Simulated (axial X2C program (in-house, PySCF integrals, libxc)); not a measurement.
# Outer orbitals of HfCl at 2.301 Å, HF

Calculated with an axial X2C code built on PySCF integrals. Spin-free means the one-electron spin-free X2C Hamiltonian; two-component (2c) means X2C with spin–orbit coupling and atomic mean-field two-electron Coulomb and Gaunt terms, so the difference of the two also holds small scalar two-electron terms. Basis: Hf dyall-cv3z [13s14p9d7f4g], Cl dyall-av3z [9s8p3d2f] (cores contracted in-house); Gaussian nuclei, density fitting, unrestricted open shells. Masses: Hf 179.947 u, Cl 34.969 u.

The distance is close to the 2c PBE0 minimum; the highest filled and lowest empty levels are listed.

Spin-free orbitals, state M_S = 1/2, Λ = 2 (beyond evenly filled blocks: δ+α) (Löwdin shares):

| symmetry | occupied | ε (eV) | atomic character |
| --- | --- | --- | --- |
| φ+α | yes | -32.96 | 100% Hf f |
| σα | yes | -32.91 | 100% Hf f |
| δ+α | yes | -32.90 | 100% Hf f |
| π+α | yes | -32.89 | 100% Hf f |
| π-α | yes | -32.87 | 100% Hf f |
| σβ | yes | -32.84 | 100% Hf f |
| δ+β | yes | -32.84 | 100% Hf f |
| δ-β | yes | -32.84 | 100% Hf f |
| δ-α | yes | -32.83 | 100% Hf f |
| π-β | yes | -32.83 | 100% Hf f |
| π+β | yes | -32.83 | 100% Hf f |
| φ-α | yes | -32.76 | 100% Hf f |
| φ+β | yes | -32.75 | 100% Hf f |
| φ-β | yes | -32.75 | 100% Hf f |
| σβ | yes | -29.31 | 74% Cl s, 8% Hf d, 7% Hf p |
| σα | yes | -29.11 | 74% Cl s, 8% Hf d, 7% Hf p |
| σβ | yes | -14.09 | 81% Cl p, 8% Hf d, 4% Hf s |
| σα | yes | -13.93 | 80% Cl p, 9% Hf d, 3% Hf s |
| π+β | yes | -12.89 | 82% Cl p, 7% Hf d, 5% Hf f |
| π-β | yes | -12.89 | 82% Cl p, 7% Hf d, 5% Hf f |
| π+α | yes | -12.79 | 80% Cl p, 8% Hf d, 5% Hf f |
| π-α | yes | -12.79 | 81% Cl p, 8% Hf d, 5% Hf f |
| δ+α | yes | -8.69 | 99% Hf d |
| σα | yes | -7.91 | 55% Hf s, 30% Hf d, 8% Cl p |
| σβ | yes | -6.61 | 60% Hf s, 29% Hf p, 6% Cl p |
| π+α | no | 0.44 | 85% Hf p, 7% Hf d, 5% Cl p |
| π-β | no | 0.57 | 83% Hf p, 14% Hf d, 3% Cl p |
| π+β | no | 0.57 | 83% Hf p, 14% Hf d, 3% Cl p |
| π-α | no | 0.62 | 87% Hf p, 6% Hf d, 5% Cl p |

Spinors with spin–orbit coupling (state Ω = 3/2):

| ω | occupied | ε (eV) | atomic character | λ mixture |
| --- | --- | --- | --- | --- |
| 1/2 | yes | -31.99 | 99% Hf f | 58% σ, 42% π |
| -1/2 | yes | -31.98 | 100% Hf f | 55% σ, 45% π |
| 3/2 | yes | -31.97 | 100% Hf f | 72% π, 28% δ |
| -3/2 | yes | -31.96 | 100% Hf f | 70% π, 30% δ |
| 5/2 | yes | -31.95 | 100% Hf f | 86% δ, 14% φ |
| -5/2 | yes | -31.94 | 100% Hf f | 85% δ, 15% φ |
| -7/2 | yes | -31.91 | 100% Hf f | 100% φ |
| 7/2 | yes | -31.89 | 100% Hf f | 100% φ |
| 1/2 | yes | -29.28 | 74% Cl s, 8% Hf d, 7% Hf p | 100% σ |
| -1/2 | yes | -29.14 | 74% Cl s, 8% Hf d, 7% Hf p | 100% σ |
| 1/2 | yes | -14.05 | 81% Cl p, 8% Hf d, 4% Hf s | 100% σ |
| -1/2 | yes | -13.96 | 80% Cl p, 8% Hf d, 4% Hf s | 100% σ |
| -1/2 | yes | -12.96 | 81% Cl p, 8% Hf d, 5% Hf f | 100% π |
| 3/2 | yes | -12.91 | 81% Cl p, 9% Hf d, 5% Hf f | 100% π, 0% δ |
| 1/2 | yes | -12.87 | 80% Cl p, 8% Hf d, 5% Hf f | 100% π |
| -3/2 | yes | -12.78 | 81% Cl p, 8% Hf d, 5% Hf f | 100% π |
| 3/2 | yes | -8.84 | 94% Hf d, 3% Hf p | 86% δ, 14% π |
| -1/2 | yes | -8.06 | 53% Hf s, 27% Hf d, 8% Cl p | 91% σ, 9% π |
| 1/2 | yes | -7.14 | 47% Hf s, 34% Hf p, 10% Hf d | 76% σ, 24% π |
| -3/2 | no | 0.59 | 83% Hf p, 11% Hf d, 5% Cl p | 96% π, 4% δ |
| 1/2 | no | 0.60 | 66% Hf p, 20% Hf s, 7% Hf d | 76% π, 24% σ |
| -1/2 | no | 0.76 | 81% Hf p, 15% Hf d, 2% Cl p | 62% π, 38% σ |
| 1/2 | no | 0.83 | 63% Hf p, 25% Hf d, 8% Hf s | 95% σ, 5% π |

(1) How does the gap between the highest filled and lowest empty level change from the spin-free to the 2c table?

Mulliken charges and populations of the two-component result (they depend on the basis, above all on diffuse functions):

Hf 0.44 e (s 11.36 p 24.46 d 21.67 f 14.05 g 0.02), Cl -0.44 e (s 5.97 p 11.44 d 0.03). ⟨Lz⟩ = 2.02 ħ and ⟨Sz⟩ = -0.52 ħ (-0.55 and 0.03 on the two atoms), which add up to Ω.

Occupations by symmetry block were frozen at the best pattern of an incomplete PBE0 search. Other states lie close and PBE0, whose exact exchange favours high spin, may order them wrongly; the determinant shown need not be the ground state. The nearest other spin-free determinant of the search, M_S = 1/2, Λ = 1, lies 0.33 eV up at the distance of the search. The determinant is spin-polarised beyond a pure state at some levels (its spin-free form has ⟨S²⟩ too high), which makes Re and μ there less reliable.

## Answers

(1) From 7.05 to 7.73 eV at HF, a change of 0.68 eV.
